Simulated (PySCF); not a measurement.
A GIAO shielding run with PySCF (density fitting, non-relativistic, gas phase) on SMILES C(C[Si@H](/N=C\C=C)Cl)=C, C₆H₁₀ClNSi:

```
$ OMP_NUM_THREADS=1 python probes_run.py task.json out

{"job": {"kind": "nmr", "xc": "PBE0", "basis": "pcSseg-1"}, "charge": 0, "multiplicity": 1}
C     -3.350789    -0.464488     1.136679
C     -2.311325     0.007420     0.454737
C     -1.779919    -0.664112    -0.714935
N     -0.793608    -0.305977    -1.411423
Si     0.408342     0.907864    -1.389971
Cl     0.536830     1.481809    -3.323425
C      1.999334    -0.008711    -0.860302
C      1.934035    -0.418586     0.566033
C      2.656270     0.114140     1.535426
H     -3.738481     0.032826     2.009396
H     -3.851120    -1.372671     0.840550
H     -1.805616     0.916406     0.749599
H     -2.297499    -1.577984    -1.014012
H      0.248516     2.127552    -0.593455
H      2.862984     0.635089    -1.025219
H      2.115460    -0.892008    -1.490158
H      1.212126    -1.194576     0.789354
H      3.378518     0.889827     1.338611
H      2.566138    -0.204570     2.559859
```

Hardware: 1 thread of an Arm Neoverse N1, shared host. The job also computes population analyses, field gradients.

Question: How large is the calculation?

Answer: 84 electrons, 217 basis functions and 1164 auxiliary functions.

Question: How long does it take, and how much memory does it need?

Answer: 92 s of wall time, with 14 SCF cycles and 5 response iterations; peak memory 0.93 GiB. Times on a shared host scatter by some tens of per cent.
